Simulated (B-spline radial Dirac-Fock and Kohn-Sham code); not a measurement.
Electron momentum distribution of In¹³⁺: Compton profiles

System: indium as In¹³⁺, configuration [Ar] 3d10 4s2 4p6.

The run's input, task.json:

```json
{"items": [{
  "Z": 49,
  "q": 13,
  "cfg": [[1, 0, 2], [2, 0, 2], [2, 1, 6], [3, 0, 2], [3, 1, 6], [3, 2, 10], [4, 0, 2], [4, 1, 6]],
  "A": 115,
  "rrms": 4.6156,
  "do": ["scatter"],
  "s": [0.0, 0.05, 0.06, 0.08, 0.1, 0.12, 0.14, 0.18, 0.22, 0.27, 0.33, 0.41, 0.5, 0.62, 0.76, 0.93, 1.15, 1.41, 1.74, 2.14, 2.63, 3.24, 3.99],
  "pz": [0, 0.1, 0.2, 0.3, 0.4, 0.5, 0.6, 0.8, 1.0, 1.2, 1.4, 1.6, 1.8, 2.0, 2.5, 3.0, 4.0, 5.0, 7.0, 10.0, 15.0, 20.0, 30.0, 40.0, 60.0, 100.0],
  "hv_scatter": [1000, 8047.8, 10000, 17479.3, 30000, 50000, 200000, 500000]
}]}
```

Command: `python xray_run.py task.json out`

Calculated with a radial atomic solver, using the impulse approximation on relativistic Hartree-Fock (Dirac-Fock) wave functions, averaged over the configuration. pz is in atomic units of momentum; subshell profiles are per electron, for a selection of subshells; open shells are spread over both j values by their weights.

| pz | J total | J 1s1/2 | J 2p1/2 | J 3d3/2 | J 4p3/2 |
| --- | --- | --- | --- | --- | --- |
| 0 | 3.417 | 0.0167 | 0.0299 | 0.0576 | 0.190 |
| 0.2 | 3.406 | 0.0167 | 0.0299 | 0.0576 | 0.190 |
| 0.3 | 3.392 | 0.0167 | 0.0299 | 0.0576 | 0.190 |
| 0.4 | 3.372 | 0.0167 | 0.0299 | 0.0576 | 0.190 |
| 0.5 | 3.347 | 0.0167 | 0.0299 | 0.0576 | 0.190 |
| 0.6 | 3.317 | 0.0167 | 0.0299 | 0.0576 | 0.189 |
| 0.8 | 3.238 | 0.0167 | 0.0299 | 0.0576 | 0.186 |
| 1 | 3.137 | 0.0167 | 0.0299 | 0.0576 | 0.181 |
| 1.2 | 3.016 | 0.0167 | 0.0299 | 0.0576 | 0.174 |
| 1.4 | 2.879 | 0.0166 | 0.0299 | 0.0575 | 0.163 |
| 1.6 | 2.730 | 0.0166 | 0.0299 | 0.0575 | 0.149 |
| 1.8 | 2.575 | 0.0166 | 0.0299 | 0.0575 | 0.134 |
| 2 | 2.419 | 0.0166 | 0.0299 | 0.0574 | 0.117 |
| 2.5 | 2.060 | 0.0166 | 0.0298 | 0.0572 | 0.0752 |
| 3 | 1.779 | 0.0165 | 0.0298 | 0.0566 | 0.0427 |
| 4 | 1.432 | 0.0164 | 0.0296 | 0.0541 | 0.0146 |
| 5 | 1.206 | 0.0162 | 0.0292 | 0.0494 | 0.0115 |
| 7 | 0.8087 | 0.0157 | 0.0277 | 0.0357 | 0.00825 |
| 10 | 0.4300 | 0.0148 | 0.0238 | 0.0169 | 0.00165 |
| 15 | 0.1877 | 0.0129 | 0.0152 | 0.00384 | 0.000558 |
| 20 | 0.09605 | 0.0107 | 0.00825 | 0.000883 | 0.000426 |
| 30 | 0.03245 | 0.00668 | 0.00209 | 6.54e-05 | 0.000109 |
| 40 | 0.01385 | 0.00389 | 0.000558 | 7.66e-06 | 2.54e-05 |
| 60 | 0.003542 | 0.00127 | 6.01e-05 | < 1e-6 | 2.14e-06 |
| 100 | 0.0004505 | 0.000183 | 2.76e-06 | < 1e-6 | < 1e-6 |

J(0) = 3.417. The 4p3/2 subshell gives the largest part, 22 %.

Mean momentum ⟨p⟩ by subshell (a.u.): 1s1/2 44.7, 2s1/2 15.8, 2p1/2 21.1, 2p3/2 20.1, 3s1/2 7.63, 3p1/2 9.11, 3p3/2 8.83, 3d3/2 10.5, 3d5/2 10.3, 4s1/2 3.87, 4p1/2 4.30, 4p3/2 4.21.
